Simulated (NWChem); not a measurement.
Species: SiHOICl$_{2}$; SMILES O[Si](Cl)(Cl)I

```xyz
6

O     -1.9740    -1.0337     0.0000
Si    -0.3262    -0.8545     0.0000
Cl     0.5163    -1.7463     1.6645
Cl     0.5163    -1.7463    -1.6645
I      0.0961     1.5389     0.0000
H     -2.2911    -1.9565     0.0000
```
Atoms are numbered in this order, from 1.

Program: NWChem. Coordinates come from a PBE-D3(BJ)/def2-SVP optimisation. def2 effective core potentials on I; no spin-orbit coupling.

Q: What does the run give for B3LYP/def2-SVP? Quantities: highest occupied level (eV); orbital gap (eV); dipole (D).

A: 
```yaml
highest occupied level (eV): -7.67
orbital gap (eV): 6.39
dipole (D): 1.41
```
